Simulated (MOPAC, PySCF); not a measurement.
C₂H₁₀GeN₂O₂, SMILES `C[O][Ge]([NH2])([NH2])[O]C`, neutral singlet in the gas phase. 

Z-matrix (Å, degrees):
```
Ge
O 1 1.7747
C 2 1.4129 1 118.85
H 3 1.1020 2 108.37 1 -166.89
H 3 1.1058 4 108.40 2 -121.79
H 3 1.1075 4 107.98 5 -116.70
O 1 1.7843 2 108.58 3 -68.60
C 7 1.4109 1 118.49 2 -50.21
H 8 1.1021 7 108.50 1 178.35
H 8 1.1068 9 108.29 7 122.20
H 8 1.1086 9 107.82 10 116.05
N 1 1.8071 2 112.93 3 44.26
H 12 1.0162 1 115.41 2 105.65
H 12 1.0170 13 110.60 1 -131.82
N 1 1.8143 2 101.47 3 167.51
H 15 1.0173 1 115.60 2 151.29
H 15 1.0184 16 109.65 1 129.34
```
Charge 0, spin multiplicity 1.

All levels are single points at this geometry (r2SCAN-D4/def2-SVP); Pople sets use spherical d functions. Orbital energies aren't observables, and empty levels follow the basis.

```tsv
level	HOMO (eV)	LUMO (eV)	gap (eV)	dipole (D)	vertical IE, Delta-SCF (eV)
r2SCAN-D4/def2-TZVP in PySCF	-6.30	0.00	6.30	1.31	–
B3LYP/3-21G in PySCF	-6.46	1.10	7.56	1.74	–
B3LYP/LANL2DZ in PySCF	-7.04	0.67	7.71	1.76	–
BP86/6-31G* in PySCF	-5.69	-0.05	5.65	1.42	–
HF/6-31G* in PySCF	-11.15	4.46	15.60	1.55	8.64
HF/STO-3G in PySCF	-8.18	10.74	18.92	1.63	–
AM1 in MOPAC	-10.13	0.47	10.61	1.80	–
PM3 in MOPAC	-9.45	0.43	9.88	1.47	–
PM6 in MOPAC	-9.64	0.43	10.07	1.85	–
```
